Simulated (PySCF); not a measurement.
**Electronic absorption of C5H10N2Si**

Compound: C5H10N2Si.
Atom-mapped SMILES: `[H]/[N:5]=[CH:4]/[C@H:3]([N:2]=[CH2:1])[C@H:6]1[CH2:7][SiH2:8]1` (hydrogens: H9, H10 on C1; H11 on C3; H12 on C4; H13 on N5; H14 on C6; H15, H16 on C7; H17, H18 on Si8)

Level of theory: PySCF 2.14.0, density-fitted response routines, TDDFT PBE0/def2-SVPD, vertical, gas phase, core orbitals frozen in the response. The structure is a single GFN2-xTB conformer in the gas phase; no vibrational or solvent corrections. Torsions of this conformer, `[H]/[N:5]=[CH:4]/[C@H:3]([N:2]=[CH2:1])[C@H:6]1[CH2:7][SiH2:8]1`: C1–N2–C3–C4 135°, N2–C3–C4–N5 -152°, N2–C3–C6–C7 81°.

Q: List the vertical singlet excitations with oscillator strengths and describe the spectrum.

A: 

| state | E (eV) | E (hartree) | f | main configurations (H = HOMO, L = LUMO) |
| --- | --- | --- | --- | --- |
| S1 | 4.89 | 0.1797 | 0.0019 | H-1→L (43%), H-2→L (34%), H→L (14%) |
| S2 | 5.14 | 0.1889 | 0.015 | H-1→L+1 (38%), H-1→L (21%), H-2→L (15%) |
| S3 | 5.32 | 0.1955 | 0.059 | H→L (69%), H-2→L (17%) |
| S4 | 5.72 | 0.2102 | 0.096 | H→L+1 (88%) |
| S5 | 5.93 | 0.2180 | 0.012 | H-1→L+1 (42%), H-2→L (30%), H-1→L (24%) |
| S6 | 6.11 | 0.2246 | 0.0005 | H-2→L+1 (82%) |
| S7 | 6.42 | 0.2358 | 0.026 | H→L+3 (46%), H→L+2 (44%) |
| S8 | 6.51 | 0.2393 | 0.051 | H→L+2 (45%), H→L+3 (39%) |

Triplets, Tamm–Dancoff:

```tsv
state	E (eV)	λ (nm)	main configurations (H = HOMO, L = LUMO)
T1	4.11	301.7	H-2→L (44%), H-1→L (35%)
T2	4.33	286.1	H-1→L+1 (45%), H-1→L (18%), H-2→L (12%)
T3	4.64	267.1	H→L (52%), H→L+1 (11%)
```

The lowest singlet lies at 4.89 eV (254 nm, ultraviolet) and is very weak; its leading configuration is HOMO-1→LUMO (43%). The most intense listed level is S4 at 5.72 eV (217 nm, f = 0.096), 0.83 eV above S1. Löwdin shares by element: HOMO carbon 46% or more, silicon 28% (atoms not listed hold the other 25%); LUMO carbon 37% or more, nitrogen 32% (atoms not listed hold the other 31%). Weighted by f, the mean energy of these states is 5.82 eV. The listed states span 1.62 eV, and the widest gap between neighbours is 0.40 eV (S3 to S4). The oscillator strengths of these states sum to 0.261; summed over the whole spectrum of an exact calculation they would give the number of electrons, 68 (Thomas–Reiche–Kuhn). Singlets were solved by full linear response, triplets in the Tamm–Dancoff approximation.
